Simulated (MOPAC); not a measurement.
MOPAC input (PM3):

```
PM3 FORCE THERMO(298,298) PRECISE LET UHF MS=0.5 GEO-OK AUX(PRECISION=9) THREADS=1
C4H5S

C    -1.26984981 1    0.05921904 1    0.05912016 1
C    -0.79814658 1   -1.25537170 1   -0.06902004 1
C     0.58508276 1   -1.35469675 1   -0.13628808 1
C     1.29604654 1   -0.05611741 1   -0.05998231 1
S    -0.01085772 1    1.22910312 1    0.10143065 1
H    -2.32138261 1    0.33103104 1    0.12638143 1
H    -1.46446608 1   -2.11889208 1   -0.11148819 1
H     1.13484175 1   -2.29037359 1   -0.23662971 1
H     1.98260151 1   -0.02181165 1    0.80424000 1
H     1.90712787 1    0.12328805 1   -0.96210585 1
```

From the output:

```
     H   10   0.009342   0.019579   0.552403   5.148370

          HEAT OF FORMATION =      29.606895 KCALS/MOLE

          ZERO POINT ENERGY      46.955 KCAL/MOL

           NORMAL COORDINATE ANALYSIS (Total motion = 1 Angstrom)

   Root No.       1         2         3         4         5         6         7         8

                 1 A"      2 A"      1 A'      2 A'      3 A"      4 A"      3 A'      5 A"

                 221.8     393.3     531.0     648.6     672.9     720.7     763.0     827.6

           1   -0.0000   -0.0000   -0.0641    0.0854   -0.0000    0.0000   -0.0185    0.0000
           2   -0.0000    0.0000   -0.0747   -0.0613    0.0000    0.0000    0.1148   -0.0000
           3    0.0679   -0.0651    0.0000   -0.0000   -0.0339   -0.0627   -0.0000    0.0136
           4   -0.0000    0.0000   -0.0804    0.0789   -0.0000    0.0000   -0.0055    0.0000
           5   -0.0000   -0.0000    0.0071   -0.1108   -0.0000    0.0000    0.0197    0.0000
           6   -0.0005    0.0868    0.0000   -0.0000   -0.0107    0.0011   -0.0000   -0.0157
           7   -0.0000   -0.0000   -0.1090   -0.0953   -0.0000    0.0000    0.0185   -0.0000
           8   -0.0000    0.0000    0.0378   -0.0252   -0.0000    0.0000   -0.0008    0.0000
           9   -0.0583   -0.0552   -0.0000   -0.0000   -0.0319    0.0378    0.0000   -0.0452
          10    0.0000    0.0000   -0.0232   -0.1121    0.0000   -0.0000   -0.0966   -0.0000
          11   -0.0000   -0.0000    0.0951   -0.0271   -0.0000    0.0000   -0.0941   -0.0000
          12    0.0695    0.0037   -0.0000    0.0000   -0.0101    0.0206    0.0000    0.0797
          13   -0.0000    0.0000    0.1123    0.0174    0.0000   -0.0000    0.0511   -0.0000
          14    0.0000    0.0000   -0.0311    0.0838    0.0000   -0.0000   -0.0158   -0.0000
          15   -0.0389    0.0131   -0.0000    0.0000    0.0067    0.0014   -0.0000   -0.0109
          16   -0.0000   -0.0000   -0.1048    0.0136    0.0000    0.0000   -0.0516    0.0000
          17   -0.0000    0.0000   -0.0462   -0.0078   -0.0000   -0.0000    0.1364   -0.0000
          18    0.1521   -0.2016    0.0000    0.0000    0.2423    0.3482   -0.0000   -0.0523
          19   -0.0000    0.0000   -0.0136    0.1663    0.0000    0.0000   -0.1067    0.0000
          20   -0.0000   -0.0000    0.0507   -0.0559   -0.0000    0.0000   -0.0414    0.0000
          21   -0.0142    0.2333    0.0000   -0.0000    0.2024    0.0312   -0.0000    0.1458
          22   -0.0000   -0.0000   -0.1003   -0.1208    0.0000   -0.0000   -0.0033    0.0000
          23   -0.0000    0.0000   -0.0090    0.1081   -0.0000    0.0000    0.0989    0.0000
          24   -0.1730   -0.1823   -0.0000   -0.0000    0.2792   -0.2872    0.0000    0.0881
          25   -0.0017    0.0287   -0.0282   -0.0494    0.0104   -0.0092   -0.1239    0.1088
          26   -0.1313   -0.0593    0.1078   -0.0176   -0.0773    0.0925   -0.0821    0.2265
          27    0.1674    0.0444   -0.0050   -0.0082    0.0476   -0.0487   -0.0006   -0.1101
          28    0.0017   -0.0287   -0.0282   -0.0494   -0.0104    0.0092   -0.1239   -0.1088
          29    0.1313    0.0593    0.1078   -0.0176    0.0773   -0.0925   -0.0821   -0.2265
          30    0.1674    0.0444    0.0050    0.0082    0.0476   -0.0487    0.0006   -0.1101

   Root No.       9        10        11        12        13        14        15        16

                 4 A'      6 A"      7 A"      5 A'      6 A'      7 A'      8 A'      9 A'

                 836.6     892.8     972.6    1042.3    1074.6    1104.8    1184.6    1291.4

           1    0.0428    0.0000   -0.0000   -0.0093    0.0137   -0.0040   -0.0356    0.0426
           2    0.1160   -0.0000    0.0000    0.0185    0.0311   -0.0207    0.0223   -0.0084
           3    0.0000    0.0350    0.0029    0.0000    0.0000   -0.0000    0.0000   -0.0000
           4    0.0318   -0.0000   -0.0000    0.0038   -0.0176   -0.0008   -0.0003   -0.0066
           5   -0.0797    0.0000   -0.0000    0.0212    0.0159   -0.0164   -0.0197    0.0165
           6   -0.0000   -0.0838   -0.0123   -0.0000    0.0000   -0.0000   -0.0000    0.0000
           7   -0.0637    0.0000    0.0000   -0.0513   -0.0358    0.0173   -0.0041   -0.0601
           8   -0.0326   -0.0000   -0.0000    0.0096   -0.0126    0.0121   -0.0275    0.0390
           9   -0.0000    0.0442    0.0468   -0.0000    0.0000    0.0000   -0.0000    0.0000
          10    0.0233    0.0000    0.0000    0.0136   -0.0101    0.0068    0.0434    0.0732
          11    0.0861    0.0000   -0.0000   -0.0338   -0.0037    0.0110   -0.0017   -0.0255
          12    0.0000   -0.0154   -0.0180   -0.0000    0.0000    0.0000   -0.0000    0.0000
          13   -0.0107    0.0000    0.0000   -0.0005    0.0067   -0.0022    0.0007   -0.0014
          14   -0.0389    0.0000    0.0000   -0.0080    0.0036   -0.0003    0.0006    0.0031
          15   -0.0000    0.0019   -0.0067    0.0000   -0.0000    0.0000    0.0000   -0.0000
          16   -0.0504   -0.0000   -0.0000   -0.0113    0.4459    0.0112    0.1118   -0.0512
          17    0.1774    0.0000    0.0000    0.0211   -0.2599   -0.0336   -0.0782    0.0578
          18    0.0000   -0.1091    0.0009    0.0000   -0.0000   -0.0000   -0.0000   -0.0000
          19   -0.0410    0.0000   -0.0000    0.1521   -0.1362   -0.2767    0.1762   -0.1246
          20   -0.1261   -0.0000   -0.0000    0.1195   -0.0592   -0.1940    0.0927   -0.0559
          21   -0.0000    0.3996    0.0174   -0.0000    0.0000   -0.0000   -0.0000    0.0000
          22   -0.0606   -0.0000   -0.0000   -0.0721   -0.0183   -0.0522   -0.0490   -0.0510
          23   -0.0548    0.0000   -0.0000    0.1236   -0.1229    0.3926    0.2161   -0.0264
          24   -0.0000   -0.1473   -0.0463   -0.0000   -0.0000    0.0000    0.0000    0.0000
          25    0.0430   -0.0745    0.4102    0.2300    0.0447    0.0780   -0.1506   -0.1573
          26    0.0850   -0.0290   -0.1091   -0.0978   -0.0188    0.0065    0.0343   -0.1659
          27   -0.0043    0.0178    0.0049    0.0146    0.0032   -0.0050    0.0007    0.1186
          28    0.0430    0.0745   -0.4102    0.2300    0.0447    0.0780   -0.1506   -0.1573
          29    0.0850    0.0290    0.1091   -0.0978   -0.0188    0.0065    0.0343   -0.1659
          30    0.0043    0.0178    0.0049   -0.0146   -0.0032    0.0050   -0.0007   -0.1186

   Root No.      17        18        19        20        21        22        23        24

                10 A'     11 A'     12 A'      8 A"     13 A'     14 A'     15 A'     16 A'

                1364.3    1384.9    1506.6    2990.1    3060.5    3100.5    3120.6    3139.1

           1   -0.0366   -0.1262   -0.0989    0.0000   -0.0002    0.0028   -0.0060   -0.0325
           2    0.0025   -0.0162    0.0227   -0.0000   -0.0001    0.0058   -0.0103   -0.0441
           3   -0.0000    0.0000    0.0000   -0.0001    0.0000    0.0000   -0.0000    0.0000
           4    0.0164    0.1963    0.0402    0.0000    0.0007    0.0298   -0.0072    0.0071
           5   -0.0193    0.0878   -0.1314    0.0000   -0.0004   -0.0466    0.0125   -0.0108
           6   -0.0000   -0.0000   -0.0000   -0.0002    0.0000    0.0000    0.0000    0.0000
           7    0.0393   -0.0604    0.0126   -0.0000    0.0023   -0.0151   -0.0489    0.0126
           8   -0.0185   -0.0533    0.1847    0.0000   -0.0003   -0.0015   -0.0105    0.0039
           9    0.0000    0.0000    0.0000   -0.0002    0.0000    0.0000    0.0000   -0.0000
          10   -0.0383    0.0165    0.0216   -0.0000   -0.0069    0.0000   -0.0002    0.0002
          11    0.0811   -0.0055   -0.0422    0.0000   -0.0401    0.0008   -0.0021    0.0014
          12    0.0000    0.0000   -0.0000   -0.0609   -0.0000   -0.0000    0.0000   -0.0000
          13    0.0030    0.0015    0.0000   -0.0000   -0.0006   -0.0001    0.0002   -0.0002
          14   -0.0001    0.0024   -0.0004   -0.0000   -0.0004    0.0002   -0.0001   -0.0003
          15   -0.0000   -0.0000    0.0000   -0.0002   -0.0000   -0.0000   -0.0000    0.0000
          16    0.0250   -0.0814    0.0690    0.0000    0.0024   -0.0474    0.0878    0.3583
          17   -0.0426   -0.0521   -0.1040   -0.0000    0.0043   -0.0743    0.1302    0.5281
          18   -0.0000   -0.0000   -0.0000   -0.0004   -0.0000    0.0000   -0.0000    0.0000
          19    0.0558   -0.1644    0.0745    0.0000   -0.0071   -0.3432    0.0791   -0.0692
          20    0.0012   -0.1467   -0.1309    0.0000    0.0118    0.5344   -0.1278    0.1053
          21   -0.0000    0.0000   -0.0000   -0.0004    0.0000    0.0000   -0.0000    0.0000
          22    0.0382   -0.0511    0.0870   -0.0000   -0.0230    0.1883    0.5703   -0.1332
          23    0.0072   -0.1133   -0.1516    0.0000   -0.0060    0.0324    0.1062   -0.0249
          24    0.0000    0.0000   -0.0000   -0.0007    0.0000    0.0000    0.0000   -0.0000
          25    0.0069   -0.0319    0.0308    0.0545    0.0476   -0.0012    0.0003   -0.0003
          26   -0.2540    0.0410   -0.0013    0.2813    0.2453   -0.0018    0.0096   -0.0048
          27    0.2089   -0.0253   -0.0239    0.3705    0.3818   -0.0032    0.0140   -0.0073
          28    0.0069   -0.0319    0.0308   -0.0545    0.0476   -0.0012    0.0003   -0.0003
          29   -0.2540    0.0410   -0.0013   -0.2813    0.2453   -0.0018    0.0096   -0.0048
          30   -0.2089    0.0253    0.0239    0.3705   -0.3818    0.0032   -0.0140    0.0073

           MASS-WEIGHTED COORDINATE ANALYSIS (NORMAL COORDINATES)

   Root No.       1         2         3         4         5         6         7         8

                 1 A"      2 A"      1 A'      2 A'      3 A"      4 A"      3 A'      5 A"

                 221.8     393.3     531.0     648.6     672.9     720.7     763.0     827.6

           1   -0.0000   -0.0000   -0.2273    0.3069   -0.0000    0.0000   -0.0848    0.0000
           2   -0.0000    0.0000   -0.2647   -0.2203    0.0000    0.0000    0.5267   -0.0000
           3    0.3990   -0.3952    0.0000   -0.0000   -0.2473   -0.3978   -0.0000    0.0870
           4   -0.0000    0.0000   -0.2848    0.2837   -0.0000    0.0000   -0.0251    0.0000
           5   -0.0000   -0.0000    0.0253   -0.3984   -0.0000    0.0000    0.0905    0.0000
           6   -0.0027    0.5273    0.0000   -0.0000   -0.0780    0.0070   -0.0000   -0.1006
           7   -0.0000   -0.0000   -0.3863   -0.3424   -0.0000    0.0000    0.0847   -0.0000
           8   -0.0000    0.0000    0.1340   -0.0907   -0.0000    0.0000   -0.0037    0.0000
           9   -0.3428   -0.3352   -0.0000   -0.0000   -0.2325    0.2399    0.0000   -0.2892
          10    0.0000    0.0000   -0.0821   -0.4028    0.0000   -0.0000   -0.4432   -0.0000
          11   -0.0000   -0.0000    0.3371   -0.0973   -0.0000    0.0000   -0.4316   -0.0000
          12    0.4084    0.0224   -0.0000    0.0000   -0.0737    0.1305    0.0000    0.5098
          13   -0.0000    0.0000    0.6502    0.1020    0.0000   -0.0000    0.3831   -0.0000
          14    0.0000    0.0000   -0.1803    0.4921    0.0000   -0.0000   -0.1183   -0.0000
          15   -0.3733    0.1299   -0.0000    0.0000    0.0798    0.0142   -0.0000   -0.1141
          16   -0.0000   -0.0000   -0.1076    0.0141    0.0000    0.0000   -0.0686    0.0000
          17   -0.0000    0.0000   -0.0474   -0.0082   -0.0000   -0.0000    0.1812   -0.0000
          18    0.2590   -0.3546    0.0000    0.0000    0.5118    0.6403   -0.0000   -0.0968
          19   -0.0000    0.0000   -0.0140    0.1732    0.0000    0.0000   -0.1417    0.0000
          20   -0.0000   -0.0000    0.0520   -0.0583   -0.0000    0.0000   -0.0550    0.0000
          21   -0.0243    0.4104    0.0000   -0.0000    0.4275    0.0573   -0.0000    0.2702
          22   -0.0000   -0.0000   -0.1030   -0.1258    0.0000   -0.0000   -0.0044    0.0000
          23   -0.0000    0.0000   -0.0092    0.1126   -0.0000    0.0000    0.1315    0.0000
```
